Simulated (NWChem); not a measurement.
Molecule: C₂HCl₂, doublet; SMILES Cl[C]=CCl

Results from NWChem. Spin-unrestricted. In the optimisation the excess spin sits in a' (Cs, its own frame). The geometry was optimised at B3LYP/6-31G* (spherical d), spin-unrestricted. No stability test was run on the SCF state.

Task: Predict the results for PBE/def2-TZVP. Quantities: highest occupied level (eV); lowest empty minus highest occupied level, either spin (eV); dipole (D).

Result: 
| Property | Result |
|---|---|
| highest occupied level (eV) | -6.21 |
| lowest empty minus highest occupied level, either spin (eV) | 1.84 |
| dipole (D) | 0.64 |
